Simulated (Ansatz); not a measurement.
Job for Ansatz (a quantum-chemistry and plane-wave program): R-RI-MP2/cc-pVQZ on AsGeH5 (SMILES [GeH3][AsH2]), a point of a torsion scan. Files ending in .json are basis or fitting sets from the Basis Set Exchange. The run froze 28 orbitals, filled d shells among them.

Ansatz 0.2 input:
```yaml
crystal:
  periodic: [false, false, false]
  atoms:
    - {symbol: Ge, position_ang: [-0.79959291, 0.10569321, -0.04379552]}
    - {symbol: As, position_ang: [1.56820292, 0.21758567, -0.25482664]}
    - {symbol: H, position_ang: [-1.50884719, -0.89332453, -0.92157067]}
    - {symbol: H, position_ang: [-1.47487772, 1.41116264, -0.38201992]}
    - {symbol: H, position_ang: [-1.29606055, -0.19764084, 1.34594009]}
    - {symbol: H, position_ang: [1.57746049, -0.85555283, -1.30404314]}
    - {symbol: H, position_ang: [1.74920499, -0.84214241, 0.79323971]}
basis:
  gaussian:
    orbitals: cc-pVQZ
    fitting: {mean_field: def2-universal-JKFIT, correlation: cc-pVQZ-RIFIT.json}
magnetization: {spin_polarized: false}
correlation: {method: mp2, electrons: outside_noble_gas}
scf: {lower_state_search: off}
```

Output:

```
WARN ansatz: RAYON_NUM_THREADS=1 ignored (pool sized by the plan → 1); use --threads N
Functional definition: HF
these checks for a lower state are left out or cut short: stability, starts, cluster_reference, orbital_swaps, neighbouring_geometries, increment
integrals: 0.41 GiB planned
622 factors; integrals over basis functions are off by at most 5.6e0 eV
mean field: 0.68 GiB planned
mean field evaluation 1: about -117349.7615 eV, gradient 1.3e1 eV
mean field evaluation 2: about -117350.5544 eV, gradient 4.2e0 eV
mean field evaluation 4: about -117350.6578 eV, gradient 3.9e-1 eV
mean field -117350.65791263 eV, -4312.5571351563 hartree, gradient 1.1e-6 eV, S^2 0.000000; 0 other end points of the search recorded, 0 dependent functions left out
28 core orbitals not correlated
727 factors; their error is unknown
reference -117350.65791263 eV, -4312.5571351563 hartree; 7, 7 occupied and 251, 251 virtual orbitals, 727 factors
second order -7.98403187 eV of doubles, -0.00000000 eV of singles
Total energy: -117358.64194450 eV, -4312.8505429159 hartree
Checks for a lower state left out: stability, starts, cluster_reference, orbital_swaps, neighbouring_geometries, increment
```

The calculation finished and met its thresholds.

Cost: very roughly 8 core-seconds.
